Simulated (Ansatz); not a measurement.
Two isomers of C2H7FSi2: A = `C=C[SiH2][SiH2]F`, B = `F[C@H]1C[Si@H]1[SiH3]`.

Calculated with Ansatz (gas phase, PBE0-D4/def2-TZVP geometries, no zero-point term in ΔE). CCSD(T)/CBS is the MP2 limit (def2-TZVPP, def2-QZVPP) plus CCSD(T) − MP2 in def2-TZVPP, frozen cores. DFT in def2-TZVPP. B3LYP here is the variant with VWN-RPA as its local correlation; programs differ in this. One conformer a species, not always the lowest.

A:

```xyz
12

C     1.7555    1.3065    0.8612
C     0.9214    0.2794    0.9994
Si   -0.8260    0.2844    0.3615
Si   -1.0801   -1.2789   -1.3702
F    -0.6682   -2.7386   -0.8315
H     1.4503    2.2321    0.3815
H     2.7793    1.2702    1.2231
H     1.2889   -0.6212    1.4891
H    -1.7928   -0.0457    1.4459
H    -1.1488    1.6340   -0.1823
H    -0.1952   -0.9627   -2.5230
H    -2.4844   -1.3595   -1.8548
```

B:

Z-matrix (Å, degrees):
```
C
C 1 1.511
Si 1 1.876 2 66.3
F 1 1.372 2 116.0 3 115.4
H 1 1.087 2 116.1 3 -111.9
H 2 1.085 1 117.8 3 116.2
H 2 1.087 1 114.1 3 -107.4
Si 3 2.318 1 118.4 2 101.0
H 3 1.483 1 116.0 2 -104.8
H 8 1.487 3 110.5 1 -147.5
H 8 1.486 3 110.8 1 92.1
H 8 1.485 3 107.8 1 -28.0
```

(1) Which isomer does CCSD(T)/CBS put lower? Give the gap. (Estimate.)

(2) Give E(B) − E(A) in kJ/mol with B3LYP-D4, CCSD(T)/def2-TZVPP, PBE0-D4, CCSD/def2-TZVPP, PBE-D4, r2SCAN-D4, ωB97M-V. (Estimate.)

Largest T1 diagnostic: 0.013.

## Answers

(1) The calculation gave: A, by 247.2 kJ/mol.

(2) Computed: B3LYP-D4 243.1, CCSD(T)/def2-TZVPP 243.3, PBE0-D4 214.2, CCSD/def2-TZVPP 248.1, PBE-D4 207.4, r2SCAN-D4 223.0, ωB97M-V 231.2. None reverses the order clearly.

In def2-TZVPP, CCSD(T) changes the Hartree–Fock value by −38.5 kJ/mol (the triples alone add −4.8 kJ/mol) and MP2 by −37.4 kJ/mol. From PBE to PBE0 (25 % exact exchange), in def2-TZVPP and without D4, E(B) − E(A) moves by +6.7 kJ/mol.
